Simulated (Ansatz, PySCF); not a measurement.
This Ansatz (a quantum-chemistry and plane-wave program) input computes a SVWN5/def2-TZVPD energy:

Ansatz 0.2 input:
```yaml
crystal:
  periodic: [false, false, false]
  atoms:
    - {symbol: F, position_ang: [1.29520938, -1.26139035, 0.46692988]}
    - {symbol: C, position_ang: [0.91648219, -0.15629491, -0.14843156]}
    - {symbol: F, position_ang: [1.62424099, 0.89160712, 0.23146146]}
    - {symbol: C, position_ang: [-0.58424956, 0.07173448, -0.16049885]}
    - {symbol: F, position_ang: [-1.06606594, 0.28104655, 1.08007311]}
    - {symbol: F, position_ang: [-0.87386773, 1.14285652, -0.90331184]}
    - {symbol: F, position_ang: [-1.20100512, -0.99774622, -0.66919900]}
basis:
  gaussian:
    orbitals: def2-TZVPD
hamiltonian:
  xc: {name: SVWN5}
magnetization: {spin_polarized: true, initial_magnetization: 1}
output: {forces: true}
```

Write an input for the same energy in PySCF and say what it gives.


```python
from pyscf import gto, scf, dft

mol = gto.M(
    atom='''
    F     1.29520938   -1.26139035    0.46692988
    C     0.91648219   -0.15629491   -0.14843156
    F     1.62424099    0.89160712    0.23146146
    C    -0.58424956    0.07173448   -0.16049885
    F    -1.06606594    0.28104655    1.08007311
    F    -0.87386773    1.14285652   -0.90331184
    F    -1.20100512   -0.99774622   -0.66919900
    ''',
    basis='def2-tzvpd',
    charge=0,
    spin=1,
    verbose=4,
)

mf = dft.UKS(mol, xc='svwn').density_fit(auxbasis='def2-universal-jkfit')
mf.grids.level = 3
mf.conv_tol = 1e-9
mf.max_cycle = 100
mf.max_memory = 1500
mf.kernel()
if not mf.converged:
    mf = mf.newton()
    mf.kernel(mf.make_rdm1())
for _ in range(2):
    mo, _, stable, _ = mf.stability(return_status=True)
    if stable:
        break
    mf.kernel(mf.make_rdm1(mo, mf.mo_occ))
mf.analyze()
```
It gives -571.81247 Eh, and Ansatz -571.81238 Eh, a difference of 0.09 mEh, from the treatment of integrals and grids.

It need not be the lowest isomer of its formula.
